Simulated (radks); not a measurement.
Problem. These are the eigenvalues of the occupied orbitals of an atom or ion with whole-number occupations (eV). All-electron calculation, Dirac Kohn-Sham, BP86, spin-unpolarised, spherical densities, point nucleus. Program: a radial shooting solver on a logarithmic mesh with Libxc functionals.

orbital  eigenvalue
1s1/2     -402.1327
2s1/2      -32.5654
2p1/2      -20.7844
2p3/2      -20.7604

Which element is it, and in what charge state? The configuration may be excited. Open shells, if any, are shared by 2j + 1.

Solution. Z = 7, nitrogen, charge +1: N+ in [He] 2s2 2p2. The list shows which subshells hold electrons but not how many an open one holds; the 1s level, -14.778 hartree, gives Z - s = 5.4 by -(Z - s)^2/2, which with screening and relativity narrows Z to a few neighbours, and the depths of the outer levels then fix element, charge and occupations together.
